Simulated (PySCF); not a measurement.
Predicted microwave data (PBE0/pcSseg-1 in PySCF (dipole) on a GFN2-xTB geometry, gas phase) for one isomer of C7H10OP2:

```
Rotational constants : A = 1480, B = 479.5, C = 387.4 MHz
Dipole components    : |μa| = 2.59 D, |μb| = 3.06 D, |μc| = 0.87 D
Inertial defect      : -90.76 u·Å²
κ                    : -0.83
```

Problem. Which structure is it? (One computed conformer of each.)
A. `[CH3:1][CH2:2][c:3]1[cH:4][c:5]([O:6][CH3:7])[p:8][cH:9][p:10]1` with C1–C2–C3–C4 84°, C4–C5–O6–C7 -179°
B. `[CH:1]#[C:2][P@@H:3](=[O:4])[C:5]#[C:6][P:7]([CH3:8])[CH2:9][CH3:10]` with C6–P7–C9–C10 72°
C. `[CH3:1][CH2:2][c:3]1[cH:4][cH:5][p:6][c:7]([O:8][CH3:9])[p:10]1` with C1–C2–C3–C4 -82°, P6–C7–O8–C9 -1°

Solution. B. It is C#C[P@@H](=O)C#CP(C)CC, an asymmetric top, point group C1. The candidates at the same level (rigid rotor, commonest isotopes):

```csv
SMILES,A (MHz),B (MHz),C (MHz),μa (D),μb (D),μc (D),Δ (u·Å²),point group,rotor
CCc1ccpc(OC)p1,1918,662.5,518.8,0.35,1.04,0.16,-52.12,C1,asymmetric top
CCc1cc(OC)pcp1,1578,707.2,513.3,0.85,1.56,0.11,-50.34,C1,asymmetric top
C#C[P@@H](=O)C#CP(C)CC,1480,479.5,387.4,2.59,3.06,0.87,-90.76,C1,asymmetric top
```

`CCc1ccpc(OC)p1` has B 38 % too high; `CCc1cc(OC)pcp1` has B 47 % too high. No structure here is proved a minimum.
